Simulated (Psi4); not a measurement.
sulfur difluoride (F2S), singlet, at a GFN2-xTB geometry, atoms displaced at random by about 0.1 Å a coordinate; Psi4 with HF/6-31G.

Here is a job for Psi4.
```
memory 2 GB

molecule {
0 1
  F    -1.19207752   -0.51377151   -0.18821499
  S     0.17877923    0.57426032    0.06825262
  F     1.33971445   -0.41205851    0.21938245
}

set basis 6-31g
set intrafrag_hess fischer

optimize('scf')
print_variables()
```

### Question
Predict the main parts of the log of this Psi4 run.

### Answer

```
gradient() will perform analytic gradient computation.

   => Loading Basis Set <=

    Name: 6-31G
    Role: ORBITAL
    Keyword: BASIS

         ---------------------------------------------------------
                                   SCF
               by Justin Turney, Rob Parrish, Andy Simmonett
                          and Daniel G. A. Smith
                              RHF Reference
         ---------------------------------------------------------

  ==> Geometry <==

    Molecular point group: cs
    Full point group: Cs

    Geometry (in Angstrom), charge = 0, multiplicity = 1:

       Center              X                  Y                   Z               Mass
    ------------   -----------------  -----------------  -----------------  -----------------
         F           -1.333349987339    -0.525097456096     0.000000000000    18.998403162730
         S            0.060794724270     0.563570376710     0.000000000000    31.972071174400
         F            1.231039638687    -0.423325000341     0.000000000000    18.998403162730

  Running in cs symmetry.

  Rotational constants: A =      0.91908  B =      0.26698  C =      0.20689 [cm^-1]
  Rotational constants: A =  27553.46984  B =   8003.95523  C =   6202.26967 [MHz]
  Nuclear repulsion =  109.559298774167701

  Charge       = 0
  Multiplicity = 1
  Electrons    = 34
  Nalpha       = 17
  Nbeta        = 17

  ==> Algorithm <==

  SCF Algorithm Type is DF.
  DIIS enabled.
  MOM disabled.
  Fractional occupation disabled.
  Guess Type is SAD.
  Energy threshold   = 1.00e-08
  Density threshold  = 1.00e-08
  Integral threshold = 1.00e-12

  ==> Primary Basis <==

  Basis Set: 6-31G
    Blend: 6-31G
    Number of shells: 17
    Number of basis functions: 31
    Number of Cartesian functions: 31
    Spherical Harmonics?: false
    Max angular momentum: 1

   => Loading Basis Set <=

    Name: (6-31G AUX)
    Role: JKFIT
    Keyword: DF_BASIS_SCF

  ==> Integral Setup <==

  SCF_SUBTYPE=INCORE selected. In-core MEM_DF algorithm will be used.
  Using in-core AOs.

  ==> MemDFJK: Density-Fitted J/K Matrices <==

    J tasked:                   Yes
    K tasked:                   Yes
    wK tasked:                   No
    Algorithm:                 Core
    Schwarz Cutoff:           1E-12
    Mask sparsity (%):       1.4568
    Fitting Condition:        1E-10

   => Auxiliary Basis Set <=

  Basis Set: (6-31G AUX)
    Blend: CC-PVDZ-JKFIT
    Number of shells: 84
    Number of basis functions: 292
    Number of Cartesian functions: 292
    Spherical Harmonics?: false
    Max angular momentum: 3

  Minimum eigenvalue in the overlap matrix is 7.2805268594E-02.
  Reciprocal condition number of the overlap matrix is 2.4873573981E-02.
    Using symmetric orthogonalization.

  ==> Pre-Iterations <==

  SCF Guess: Superposition of Atomic Densities via on-the-fly atomic UHF (no occupation information).

   -------------------------
    Irrep   Nso     Nmo
   -------------------------
     A'        24      24
     A"         7       7
   -------------------------
    Total      31      31
   -------------------------

  ==> Iterations <==

                           Total Energy        Delta E     RMS |[F,P]|

   @DF-RHF iter SAD:  -595.68519826978934   -5.95685e+02   0.00000e+00
   @DF-RHF iter   1:  -596.13129288021082   -4.46095e-01   1.29197e-02 DIIS/ADIIS
   @DF-RHF iter   2:  -596.17519761965013   -4.39047e-02   8.71505e-03 DIIS/ADIIS
   @DF-RHF iter   3:  -596.19049970818730   -1.53021e-02   1.38773e-03 DIIS/ADIIS
   @DF-RHF iter   4:  -596.19127269463445   -7.72986e-04   3.88475e-04 DIIS/ADIIS
   @DF-RHF iter   5:  -596.19134323498417   -7.05403e-05   1.74218e-04 DIIS/ADIIS
   @DF-RHF iter   6:  -596.19135832032669   -1.50853e-05   6.45180e-05 DIIS
   @DF-RHF iter   7:  -596.19136163459598   -3.31427e-06   9.75933e-06 DIIS
   @DF-RHF iter   8:  -596.19136172456081   -8.99648e-08   9.63799e-07 DIIS
   @DF-RHF iter   9:  -596.19136172531671   -7.55904e-10   2.86498e-07 DIIS
   @DF-RHF iter  10:  -596.19136172543142   -1.14710e-10   9.74477e-08 DIIS
   @DF-RHF iter  11:  -596.19136172544654   -1.51203e-11   1.90969e-08 DIIS
   @DF-RHF iter  12:  -596.19136172544745   -9.09495e-13   4.57808e-09 DIIS
  Energy and wave function converged.

  ==> Post-Iterations <==

    Orbital Energies [Eh]
    ---------------------

    Doubly Occupied:

[...]
    Virtual:

[...]
    Final Occupation by Irrep:
             Ap   App
    DOCC [    13,    4 ]
    NA   [    13,    4 ]
    NB   [    13,    4 ]

  @DF-RHF Final Energy:  -596.19136172544745

   => Energetics <=

    Nuclear Repulsion Energy =            109.5592987741677007
    One-Electron Energy =               -1044.9949905619332640
    Two-Electron Energy =                 339.2443300623181699
    Total Energy =                       -596.1913617254474502

Computation Completed

Properties will be evaluated at   0.000000,   0.000000,   0.000000 [a0]

Properties computed using the SCF density matrix

 Multipole Moments:

 ------------------------------------------------------------------------------------
     Multipole            Electronic (a.u.)      Nuclear  (a.u.)        Total (a.u.)
 ------------------------------------------------------------------------------------

 L = 1.  Multiply by 2.5417464519 to convert [e a0] to [Debye]
 Dipole X            :          0.2183106            0.0981192            0.3164298
 Dipole Y            :         -0.0024236            0.9095704            0.9071468
 Dipole Z            :          0.0000000            0.0000000            0.0000000
 Magnitude           :                                                    0.9607513

 ------------------------------------------------------------------------------------

         ------------------------------------------------------------
                                   SCF GRAD
                          Rob Parrish, Justin Turney,
                       Andy Simmonett, and Alex Sokolov
[...]
  @DF-RHF Final Energy:  -596.21484789829026
    Total Energy =                       -596.2148478982901452
  @DF-RHF Final Energy:  -596.21516913201435
    Total Energy =                       -596.2151691320143527
  @DF-RHF Final Energy:  -596.21519323253267
    Total Energy =                       -596.2151932325326698
  @DF-RHF Final Energy:  -596.21519460539264
    Total Energy =                       -596.2151946053926395
[...]

 ------------------------------------------------------------------------------------
     Multipole            Electronic (a.u.)      Nuclear  (a.u.)        Total (a.u.)
 ------------------------------------------------------------------------------------

 L = 1.  Multiply by 2.5417464519 to convert [e a0] to [Debye]
 Dipole X            :         -0.0007271           -0.0114103           -0.0121374
 Dipole Y            :          0.0862963            0.9864135            1.0727098
 Dipole Z            :          0.0000000            0.0000000            0.0000000
 Magnitude           :                                                    1.0727785

 ------------------------------------------------------------------------------------

         ------------------------------------------------------------
                                   SCF GRAD
                          Rob Parrish, Justin Turney,
                       Andy Simmonett, and Alex Sokolov
         ------------------------------------------------------------

  ==> Geometry <==

    Molecular point group: cs
    Full point group: Cs

    Geometry (in Angstrom), charge = 0, multiplicity = 1:

       Center              X                  Y                   Z               Mass
    ------------   -----------------  -----------------  -----------------  -----------------
         F           -1.257585640003    -0.529148779311     0.000000000000    18.998403162730
         S           -0.007069814064     0.611182422862     0.000000000000    31.972071174400
         F            1.269483303007    -0.499399133738     0.000000000000    18.998403162730

  Nuclear repulsion =  107.022249490527543

  ==> Basis Set <==

  Basis Set: 6-31G
    Blend: 6-31G
    Number of shells: 17
    Number of basis functions: 31
    Number of Cartesian functions: 31
    Spherical Harmonics?: false
    Max angular momentum: 1

  ==> DFJKGrad: Density-Fitted SCF Gradients <==

    Gradient:                    1
    J tasked:                  Yes
    K tasked:                  Yes
    wK tasked:                  No
    Integrals threads:           1
    Schwarz Cutoff:          1E-12
    Fitting Condition:       1E-10

   => Auxiliary Basis Set <=

  Basis Set: (6-31G AUX)
    Blend: CC-PVDZ-JKFIT
    Number of shells: 84
    Number of basis functions: 292
    Number of Cartesian functions: 292
    Spherical Harmonics?: false
    Max angular momentum: 3

  -Total Gradient:
     Atom            X                  Y                   Z
    ------   -----------------  -----------------  -----------------
       1        0.000055388079     0.000062916264     0.000000000000
       2        0.000158888334    -0.000261506117     0.000000000000
       3       -0.000214276414     0.000198589844     0.000000000000

    			-----------------------------------------

    			 OPTKING 3.0: for geometry optimizations

    			     By R.A. King, Bethel University

    			        with contributions from

    			    A.V. Copan, J. Cayton, A. Heide

    			-----------------------------------------

	                            ===> Fragment 1 <==

	 Z (Atomic Numbers)          Masses                          Geom
	       9.000000            18.998403         -2.37649244 -0.99994627  0.00000000
	      16.000000            31.972071         -0.01336001  1.15496739  0.00000000
	       9.000000            18.998403          2.39897576 -0.94372759  0.00000000

	 - Coordinate -           - BOHR/RAD -       - ANG/DEG -
	 R(1,2)           =         3.198132           1.692379
	 R(2,3)           =         3.197481           1.692034
	 B(1,2,3)         =         1.686266          96.615900

	        --- Internal Coordinate Step in ANG or DEG, aJ/ANG or AJ/DEG ---
	-------------------------------------------------------------------------------
	           Coordinate      Previous         Force          Change          New
	           ----------      --------        ------          ------        ------
	               R(1,2)       1.69238        0.00069        0.00019       1.69257
	               R(2,3)       1.69203        0.00241        0.00032       1.69235
	             B(1,2,3)      96.61590       -0.00000       -0.00865      96.60725
	-------------------------------------------------------------------------------

	                                 ==> Convergence Check <==

	Measures of convergence in internal coordinates in au.

	Criteria marked as inactive (o), active & met (*), and active & unmet ( ).

	----------------------------------------------------------------------------------------------
	   Step    Total Energy     Delta E     Max Force     RMS Force      Max Disp      RMS Disp
	----------------------------------------------------------------------------------------------
	  Convergence Criteria     1.00e-06 *    3.00e-04 *             o    1.20e-03 *             o
	----------------------------------------------------------------------------------------------
	     5    -596.21519461   -1.37e-06      2.92e-04 *    1.76e-04 o    5.97e-04 *    4.12e-04 o  ~
	----------------------------------------------------------------------------------------------

Next Geometry in Ang
	Fragment 1 (Ang)

	    F  -1.2576670561  -0.5292181170   0.0000000000
	    S  -0.0071159589   0.6113579319   0.0000000000
	    F   1.2696108640  -0.4995053051   0.0000000000

    Final optimized geometry and variables:
    Molecular point group: cs
    Full point group: Cs

    Geometry (in Angstrom), charge = 0, multiplicity = 1:

    F           -1.257585640003    -0.529148779311     0.000000000000
    S           -0.007069814064     0.611182422862     0.000000000000
    F            1.269483303007    -0.499399133738     0.000000000000

  Variable Map:
  ----------------------------------------------------------------------------
[...]
  Array Variable Map:
  ----------------------------------------------------------------------------
[...]
Optimizer: Optimization complete!
```
